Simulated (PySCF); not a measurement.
**Ce(OH)3(NH3) at several levels of theory**

Computed with PySCF 2.14.0 (density fitting, no spin-orbit coupling) at the geometry relaxed with PBE0:

```xyz
11
Ce(OH)3(NH3) (singlet in the valence; each metal's 4f electrons, 1 of them, lie in its core potential, out of spins and levels)
Ce    0.1882   -0.2250    0.2781
O     1.2689    1.3740    1.2764
H     1.7764    2.0156    1.7730
O    -1.4774   -1.1639    1.3122
H    -2.1443   -1.6417    1.8052
O     1.1943   -1.3316   -1.2979
H     1.6949   -1.8494   -1.9282
N    -1.3113    1.3316   -1.3108
H    -1.9211    1.9456   -0.7695
H    -0.7537    1.9329   -1.9184
H    -1.9170    0.7796   -1.9193
```

```
 level                                                          basis    state  HOMO (eV)  gap (eV)  charge on Ce1 (e)  population of f-type functions on Ce1 (polarisation alone where 4f lies in the core)  dipole about the centre of mass (D)  largest force component (eV/Å)
  PBE0  Ce lcecp-1-SVP with ECP47, O def2-SVP, H def2-SVP, N def2-SVP  singlet      -6.92      6.57               1.04                                                                                  0.10                                 4.20                            0.01
 B3LYP                                                       the same  singlet      -6.61      5.96               0.96                                                                                  0.09                                 4.18                            0.13
revPBE                                                       the same  singlet      -5.20      4.24               0.83                                                                                  0.10                                 4.13                            0.42
```

In the lcecp rows the 4f levels are missing from HOMO and gap, and the state counts the valence alone.

Charges are Mulliken's, which hang on the basis. The relaxation used the grid (50, 194), these runs (75, 302) or, all-electron (x2c bases, spin-free X2C Hamiltonian), (99, 590).

Task: What does PBE0 with Ce lcecp-1-TZVP with ECP47, O def2-TZVP, H def2-TZVP, N def2-TZVP give here?

Result: state singlet, HOMO (eV) -7.22, gap (eV) 6.69, charge on Ce1 (e) 1.61, population of f-type functions on Ce1 (polarisation alone where 4f lies in the core) 0.13, dipole about the centre of mass (D) 4.21, largest force component (eV/Å) 0.23. Time: 18 s on 2 threads of Arm Neoverse V2 (shared host), from free ions and atoms.

In the first row's basis the gap widens with exact exchange: 4.2 eV for revPBE (none); 6.0 to 6.6 eV for B3LYP, PBE0 (a fixed share).

No frequency check is given that shows the relaxed geometry to be a minimum. An lcecp potential fixes the number of 4f electrons, so in runs with it no electron can move into or out of that shell.
